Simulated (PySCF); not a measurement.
Compound: CH₆SeSi.
SMILES with atom numbers: `[CH3:1][SiH2:2][SeH:3]` (hydrogens: H4, H5, H6 on C1; H7, H8 on Si2; H9 on Se3)

A GFN2-xTB structure was refined with PBE0-D3(BJ)/def2-SVP geometry optimisation, gas phase in PySCF. Its GFN2-xTB values:

```tsv
coordinate	GFN2-xTB
C1–Si2	1.864 Å
C1–H4	1.114 Å
Si2–Se3	2.287 Å
Si2–H7	1.452 Å
Se3–H9	1.421 Å
C1–Si2–Se3	109.3°
C1–Si2–H7	113.5°
Si2–C1–H4	112.1°
Si2–Se3–H9	97.5°
Se3–Si2–H7	102.5°
Se3–Si2–H8	106.4°
H5–C1–H6	106.2°
H7–Si2–H8	113.0°
```

Question: How do these coordinates change at the PBE0-D3(BJ)/def2-SVP level?

Answer: 
```tsv
coordinate	PBE0-D3(BJ)/def2-SVP (Å or °)	change
Se3–H9	1.473	+0.052
Si2–H7	1.493	+0.041
C1–H4	1.101	-0.013
C1–Si2	1.874	+0.010
Si2–Se3	2.290	+0.003
Si2–Se3–H9	92.9	-4.6
Se3–Si2–H8	110.3	+3.9
H7–Si2–H8	109.1	-3.9
H5–C1–H6	108.8	+2.6
C1–Si2–Se3	111.5	+2.2
Si2–C1–H4	110.2	-1.9
C1–Si2–H7	111.7	-1.8
Se3–Si2–H7	103.7	+1.2
```

The energy falls by 0.106 eV over 7 energy and gradient evaluations, the largest force component goes from 0.0253 to 4.0e-04 Eh/bohr, and the atoms move by 0.068 Å rms after alignment. The bond that changes most is Se3–H9 (ends: selenium bonded to Si and H; hydrogen on selenium), which lengthens by 0.052 Å. Bonds longer at the end by more than 0.005 Å: 4 of 8; shorter: 1. Rotational constants go from 14062, 2380, 2135 to 14340, 2319, 2100 MHz.

The run used 94 basis functions and 41 SCF cycles in all. The run took 17 s of wall time on Arm Neoverse V2, one thread, on a shared host, and the process peaked at 0.39 GiB of memory.

Whether it is a minimum is left open (no frequencies). One conformer, not necessarily the lowest.

Conformer computed: `[CH3:1][SiH2:2][SeH:3]`: H–Se3–Si2–C1 -64°.
